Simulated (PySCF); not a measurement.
Isomers of C6H10OSi2, one conformer each; single-point electronic energies without zero-point terms and without any empirical dispersion term.

All values: PBE0/pcSseg-1 (PySCF, non-relativistic), each on one gas-phase PBE0-D3(BJ)/def2-SVP geometry that isn't relaxed in the solvent. The solvent is an IEF-PCM continuum (van der Waals radii × 1.2). Specific hydrogen bonds and non-electrostatic terms are outside this model.

```tsv
isomer	relative energy, gas (kcal/mol)	dipole (D)
`C1[Si@H](O)C(=C[SiH2]C=1)C=C`	0.0	1.31
`c1coc([SiH]2C[SiH2]C2)c1`	1.4	1.00
`C#C[C@@H]1C=CC[Si@@H]1O[SiH3]`	2.1	0.97
`C#C[C@@H]1C=CC[Si@H]1O[SiH3]`	3.2	1.15
`[SiH2](/C=C/[SiH3])c1ccco1`	29.5	0.95
`CC#C[SiH2]C#C[SiH2]OC`	45.9	3.05
```

Problem. How do the relative energies look in benzene (ε = 2.271)?

Solution. 
```
                         isomer  relative energy, solvent (kcal/mol)  E(solvent) − E(gas) (kcal/mol)  dipole in solvent (D)
 `C1[Si@H](O)C(=C[SiH2]C=1)C=C`                                  0.0                            -2.3                   1.49
     `c1coc([SiH]2C[SiH2]C2)c1`                                  2.4                            -1.3                   1.10
`C#C[C@@H]1C=CC[Si@@H]1O[SiH3]`                                  2.7                            -1.7                   1.14
 `C#C[C@@H]1C=CC[Si@H]1O[SiH3]`                                  3.7                            -1.9                   1.33
   `[SiH2](/C=C/[SiH3])c1ccco1`                                 30.5                            -1.4                   1.06
        `CC#C[SiH2]C#C[SiH2]OC`                                 46.0                            -2.2                   3.40
```

The order is unchanged. Conformers: `[CH2:1]=[CH:2][C:3]1=[CH:4][SiH2:5][CH:6]=[CH:7][Si@@H:8]1[OH:9]` with C1–C2–C3–C4 172°, C7–Si8–O9–H -71°; `[cH:1]1[cH:2][o:3][c:4]([SiH:5]2[CH2:6][SiH2:7][CH2:8]2)[cH:9]1` with O3–C4–Si5–C6 -53°; `[CH:1]#[C:2][C@@H:3]1[CH:4]=[CH:5][CH2:6][Si@@H:7]1[O:8][SiH3:9]` with C6–Si7–O8–Si9 -108°, C2–C3–C4–C5 -135°, C4–C5–C6–Si7 12°, C5–C6–Si7–O8 99°, C2–C3–Si7–C6 140°; `[CH:1]#[C:2][C@@H:3]1[CH:4]=[CH:5][CH2:6][Si@H:7]1[O:8][SiH3:9]` with C6–Si7–O8–Si9 51°, C2–C3–C4–C5 -101°, C4–C5–C6–Si7 -18°, C5–C6–Si7–O8 -90°, C2–C3–Si7–C6 97°; `[SiH3:1]/[CH:2]=[CH:3]/[SiH2:4][c:5]1[cH:6][cH:7][cH:8][o:9]1` with C2–C3–Si4–C5 115°, C3–Si4–C5–C6 -14°; `[CH3:1][C:2]#[C:3][SiH2:4][C:5]#[C:6][SiH2:7][O:8][CH3:9]` with C6–Si7–O8–C9 54°. The gains span 1.0 kcal/mol, the gas-phase energies 45.9 kcal/mol.
